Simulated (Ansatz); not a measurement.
Consider the formal exchange of groups at the Se–C bond: `CNC[SeH]` + `BN[SiH3]` → `[SiH3]NB[SeH]` + dimethylamine.

Isolated molecules relaxed with PBE0-D4/def2-TZVP in Ansatz; ΔE leaves out vibrations. CBS: MP2 limit from def2 TZ/QZ plus the TZ coupled-cluster correction, frozen cores. Functionals use def2-TZVPP. For Se outer-core shells are correlated without core-valence functions, which leaves a few kJ/mol of doubt a bond. Scalar relativity is left out up to krypton. One conformer a species, not always the lowest.

| level | ΔE (kJ/mol) |
| --- | --- |
| PBE-D4 | -110.2 |
| ωB97X-V | -107.0 |
| ωB97M-V | -107.2 |
| PBE | -110.3 |
| r2SCAN | -114.0 |
| CCSD(T)/def2-TZVPP | -108.4 |
| HF/CBS(def2) | -107.6 |
| MP2/CBS(def2) | -111.4 |

Q: What does CCSD(T)/CBS give? (An estimate is asked.)

A: Ansatz gave: -109.7 kJ/mol. The listed levels differ from it by -0.5, 2.7, 2.5, -0.6, -4.3, 1.3, 2.1, -1.7 kJ/mol.

Largest T1 diagnostic among the species: 0.012.
